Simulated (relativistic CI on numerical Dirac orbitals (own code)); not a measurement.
**One change at a time: Pt⁵⁹⁺**

Base calculation: Dirac-Coulomb-Breit CI, separate exchange-only KLI orbitals for each configuration, model QED, unscaled Slater integrals.

Configuration list (outside the closed core [Ne]): 3s²3p⁶3d, 3s²3p⁵3d², 3s3p⁶3d², 3s²3p⁶4s, 3s²3p⁶4p, 3s²3p⁶4d, 3s²3p⁵3d4s, 3s²3p⁶4f, 3s²3p⁵3d4p, 3p⁶3d³, 3p⁵3d⁴, 3p⁵3d³4s. Double excitations out of closed p, d and f shells are left out; levels of such configurations are missing from the list, as are those of other unlisted configurations, and high levels can miss mixing partners. These lack a partner that the ground configuration has and come out too high: 3s²3p⁵3d4p.

Variants: (1) valence Slater integrals scaled by 0.9; (2) non-relativistic limit; (3) only the first 3 configurations. Shifts of the energy above 3s²3p⁶3d ²D3/2, in eV, for the lowest level and the first level of each name with at least 55 % of one term (blank where a level changes its place among those of its configuration and J or its character, or is not in the variant):

```
            Level     Base   Δ(1)     Δ(2)   Δ(3)
   3s²3p⁶3d ²D3/2     0.00   0.00     0.00   0.00
   3s²3p⁶3d ²D5/2    99.09   0.00   -99.09  -0.01
 3s²3p⁵3d² ⁴D°1/2   273.85  +2.53   -36.20  -0.25
 3s²3p⁵3d² ⁴G°9/2   368.52  +2.13  -118.88  -0.25
3s²3p⁵3d² ²H°11/2   380.32  +0.91           -0.25
 3s²3p⁵3d² ²G°9/2   399.33  -0.86           -0.25
 3s²3p⁵3d² ²F°5/2   427.56  -3.60           +0.05
 3s²3p⁵3d² ²P°1/2   434.62  -4.40  -166.08  -0.22
3s²3p⁵3d² ⁴G°11/2   467.57  +1.71           -0.25
   3s3p⁶3d² ⁴F3/2   957.99  +1.44  -503.71  -0.36
   3s3p⁶3d² ⁴P1/2   990.36  -1.51  -520.11  -0.30
   3s3p⁶3d² ⁴F7/2  1053.77  +1.67  -599.49  -0.39
   3s3p⁶3d² ⁴P3/2  1065.72  +0.46  -595.48  -0.40
   3s3p⁶3d² ²G9/2  1071.46  -0.09           -0.32
   3s3p⁶3d² ²F5/2  1074.98  -0.55           -0.26
   3s3p⁶3d² ²G7/2  1081.22  -1.21           -0.26
   3s3p⁶3d² ²P1/2  1089.63  -1.94  -591.88  +0.26
   3s3p⁶3d² ⁴F9/2  1155.54  +1.02           -0.37
```

At this charge energies of transitions that change n are usually good to better than 1 %, and those within a shell (Δn = 0) to a few per cent.

Ionisation energy from the two ground configurations alone: base 6106.07 eV. The NIST ASD value (theoretical) is 6106 eV.

LS names give the leading component of a level, which can be under half, so a name can repeat, a term be missing and a line seem to break the LS rules.
